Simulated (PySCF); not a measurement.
C3H5, SMILES C=[C]C, multiplicity 2.

The structure is a stationary point at B3LYP-D3(BJ)/def2-TZVP. The isomer is the one that the SMILES or the coordinates give; other isomers of the formula were not compared.

Two levels are set side by side: PBE/def2-TZVPD (PySCF) and CAM-B3LYP/def2-TZVPD (PySCF). Same geometry, gas phase. Differences are taken from unrounded values.

| quantity | CAM-B3LYP |
|---|---|
| α-spin orbital gap (eV) | 8.62 |
| β-spin orbital gap (eV) | 8.26 |
| dipole moment (D) | 0.94 |
| mean polarisability (bohr³) | 40.0 |

Question: What does PBE give, and how far is it from CAM-B3LYP? (Estimate from the structure and the level; the computed values follow.)

Answer: 
```
quantity                      PBE  PBE minus CAM-B3LYP
---------------------------  ----  -------------------
α-spin orbital gap (eV)      4.23                -4.40
β-spin orbital gap (eV)      3.62                -4.63
dipole moment (D)            0.94                 0.01
mean polarisability (bohr³)  42.0                  2.0
```

Loosely held outer electrons make PBE densities more polarisable. Differences between two approximate levels are no errors against the true value.

Rough cost on one machine, each run with all the roots and properties that it gave: CAM-B3LYP against PBE within a factor of 2.
